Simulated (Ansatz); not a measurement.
`ClC[SiH2]Cl` + `CNC` → `CNC[SiH2]Cl` + `CCl`  (formal exchange of groups at the Si–C bond)

Program: Ansatz. Geometries: PBE0-D4/def2-TZVP. ΔE: electronic, gas phase. CCSD(T)/CBS adds triple-zeta CCSD(T) − MP2 to the extrapolated MP2 energy (def2 sets, frozen cores). This one scheme is used for every species. Functionals use def2-TZVPP. B3LYP here is the variant with VWN-RPA as its local correlation; programs differ in this. One conformer a species, not always the lowest.

Task: Is it downhill or uphill in electronic energy at CCSD(T)/CBS, and by how much? (An estimate is asked.)

Result: Computed: Uphill: ΔE = +1.9 kcal/mol.

Task: What do these levels give: PBE-D4, r2SCAN-D4, PBE0-D4, B3LYP-D4, ωB97M-V, PBE, PBE0, HF/def2-TZVPP, CCSD/def2-TZVPP, HF/def2-QZVPP, MP2/def2-QZVPP, CCSD/CBS(def2)? (Best estimate.)

Result: Ansatz gave: PBE-D4 1.5, r2SCAN-D4 1.9, PBE0-D4 1.5, B3LYP-D4 1.5, ωB97M-V 1.6, PBE 2.3, PBE0 2.2, HF/def2-TZVPP 2.7, CCSD/def2-TZVPP 1.9, HF/def2-QZVPP 2.7, MP2/def2-QZVPP 2.0, CCSD/CBS(def2) 2.0 kcal/mol.

Largest T1 diagnostic among the species: 0.009.

The D4 term adds −1.1 kcal/mol with B3LYP and −0.7 kcal/mol with PBE0; it sums over pairs of atoms, weighted by their polarisabilities, and B3LYP, whose exchange is more repulsive, gets the larger term. In def2-TZVPP, CCSD(T) changes the Hartree–Fock value by −0.9 kcal/mol (the triples alone add −0.1 kcal/mol) and MP2 by −0.7 kcal/mol.
